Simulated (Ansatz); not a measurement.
`BP(N)[SiH3]` + `[SnH4]` → `B[P]([SiH3])[SnH3]` + NH₃ at 500 K and 1 bar (formal exchange of groups at a P–N bond).

Calculated with Ansatz (gas phase, PBE0-D4/def2-TZVP geometries, no zero-point term in ΔE). CCSD(T)/CBS adds triple-zeta CCSD(T) − MP2 to the extrapolated MP2 energy (def2 sets, frozen cores). This one scheme is used for every species. Elements past krypton have def2 core potentials. For Sn outer-core shells are correlated without core-valence functions, which leaves a few kJ/mol of doubt a bond. One conformer a species, not always the lowest.

| species | CCSD(T)/CBS energy (Eh) | H − E (kJ/mol) | S (J/(mol·K)) |
| --- | --- | --- | --- |
| `BP(N)[SiH3]` | -713.71034 | 243.7 | 420.7 |
| `[SnH4]` | -216.39156 | 91.5 | 258.6 |
| `B[P]([SiH3])[SnH3]` | -873.62899 | 238.4 | 490.9 |
| NH₃ | -56.50880 | 108.2 | 211.8 |

H − E and S are ideal-gas, rigid-rotor, harmonic terms from PBE0-D4/def2-TZVP, for one conformer and one mirror image of each species. 1 Eh = 2625.50 kJ/mol, R = 8.31446 J/(mol·K).

Question: By hand: ΔE, ΔH, ΔS and ΔG.

Answer: ΔE = (-873.62899) + (-56.50880) − (-713.71034) − (-216.39156) = -0.03589 Eh = -94.2 kJ/mol. Δ(H − E) = 238.4 + 108.2 − 243.7 − 91.5 = 11.4, so ΔH = -82.8 kJ/mol. ΔS = 490.9 + 211.8 − 420.7 − 258.6 = 23.4 J/(mol·K). ΔG = -82.8 − 500 × (23.4)/1000 = -94.5 kJ/mol.

Question: By hand: the equilibrium constant, and the temperature at which ΔG would vanish if ΔH and ΔS stayed fixed.

Answer: log₁₀ K = −ΔG/(RT ln 10) = 9.9. ΔH and −TΔS have one sign here, so there is no such temperature.

ΔH outweighs TΔS. A doubt of 5 kJ/mol in ΔE shifts log₁₀ K by 0.5 here. Other conformers and mirror images would add mixing entropy, several J/(mol·K) or more a flexible species. Modes under 60 cm⁻¹, often nearly free rotors, make the harmonic entropy too high. These are equilibria of isolated gas molecules and say nothing of rates. Largest T1 diagnostic: 0.016 (customary marks: 0.02 for closed shells, 0.045 for open ones).
